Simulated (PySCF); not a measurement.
## Two-component Hartree-Fock for Co(20+) (cobalt, charge +20)

Start: [He] 2s2 2p3; 2p1/2 filled at m_j = -1/2, +1/2; 2p3/2 filled at m_j = +3/2. Calculated with PySCF 2.14 in an even-tempered Gaussian basis (17 s from 5.1 bohr⁻², ratio 2.4; 11 p from 6.6 bohr⁻², ratio 2.4; 5 d from 26 bohr⁻², ratio 2.6; 4 f from 39 bohr⁻², ratio 2.6): generalised Hartree-Fock with the X2C-1e Hamiltonian and a Gaussian nucleus; one run each with spin-orbit coupling (SO) switched off, then screened by Boettger's factors.

| spinor shell | electrons | ε, spin-free (eV) | ε, screened SO (eV) | weight of nominal j (screened SO) | rms radius, screened SO (bohr) |
| --- | --- | --- | --- | --- | --- |
| 1s1/2 | 2 | -8810.4 | -8809.7 | 1.000 | 0.0645 |
| 2s1/2 | 2 | -1817.4 | -1817.3 | 1.000 | 0.261 |
| 2p1/2 | 2 | -1738.2 | -1741.8 | 0.723 | 0.228 |
| 2p3/2 | 1 | -1738.2 | -1730.9 | 1.000 | 0.230 |

```json
{"quantity": "E (hartree)", "spin-free": "-1081.58114", "screened SO": "-1081.73090"}
{"quantity": "M_J", "spin-free": "3/2", "screened SO": "3/2"}
{"quantity": "⟨J²⟩", "spin-free": "3.750", "screened SO": "3.757"}
{"quantity": "⟨L²⟩", "spin-free": "0.000", "screened SO": "0.257"}
{"quantity": "⟨S²⟩", "spin-free": "3.750", "screened SO": "3.411"}
```

Each row is a mean over spinors that exchange with the open shell spreads, by up to 57.336 eV (2s1/2).

Rows whose weight is well below 1 are mixtures of j = l ± 1/2: exchange outweighs spin-orbit coupling there, and the label is only the starting occupation.

Without spin-orbit coupling the j labels of p, d and f shells carry no meaning; the spin-free column gives the mean over the occupied spinors of each nl shell.
